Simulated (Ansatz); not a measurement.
Program: Ansatz. Geometries: PBE0-D4/def2-TZVP. ΔE: electronic, gas phase. CCSD(T)/CBS adds triple-zeta CCSD(T) − MP2 to the extrapolated MP2 energy (def2 sets, frozen cores). This one scheme is used for every species, atoms too. DFT in def2-TZVPP. No spin–orbit coupling; open shells (•) take unrestricted orbitals. Spin–orbit coupling would lower the free atoms: a little for C, F, Si. One conformer a species, not always the lowest.

`N/C(F)=C/[SiH3]` → 2 C• + F• + 6 H• + N• + Si•  (atomization)

CCSD(T)/CBS gives +4025.4 kJ/mol.

Another level gave +4043.2 kJ/mol. Which?
A. r2SCAN-D4/def2-TZVPP
B. HF/def2-TZVPP
C. PBE/def2-TZVPP
D. ωB97M-V/def2-TZVPP

A. r2SCAN-D4 4043.2, PBE 4113.9, ωB97M-V 4051.3, HF/def2-TZVPP 2866.7 kJ/mol.

Largest T1 diagnostic among the species: 0.012.

The D4 term adds +32.4 kJ/mol with B3LYP and +17.0 kJ/mol with PBE0; it sums over pairs of atoms, weighted by their polarisabilities, and B3LYP, whose exchange is more repulsive, gets the larger term. From PBE to PBE0 (25 % exact exchange), in def2-TZVPP and without D4, ΔE moves by −85.3 kJ/mol: exact exchange takes away binding that semilocal exchange gives to molecules.

B3LYP here is the variant with VWN-RPA as its local correlation; programs differ in this.

For atomizations the MP2-based limit and the directly extrapolated one differ by several kJ/mol either way, and by 10 to 25 for some Ge, Se and Sn compounds, so smaller differences from it don't rank the levels.
